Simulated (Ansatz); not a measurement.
Cartesian coordinates in Å:
```
Si -0.062 -0.576 1.567
C 0.118 0.174 -0.096
C 0.622 1.044 -0.914
C -0.325 0.105 -1.551
H 0.784 0.140 2.555
H -1.486 -0.506 1.986
H 0.344 -2.005 1.507
H 1.280 1.885 -1.059
H -1.328 0.440 -1.815
H 0.051 -0.702 -2.181
```

Charge 0, multiplicity 1.

Problem. List the PBE/def2-TZVPP orbital energies in eV (Ansatz). (Estimate.)

Solution. Computed: Occupied: -1779.64, -269.55, -269.32, -269.26, -137.40, -94.13, -94.12, -94.12, -21.87, -14.85, -14.29, -12.99, -10.86, -10.57, -8.92, -8.54, -7.98, -6.93, -6.21. Lowest empty: -1.59, 0.05, 0.36, 0.96, 1.02, 1.47, 1.57, 2.32.
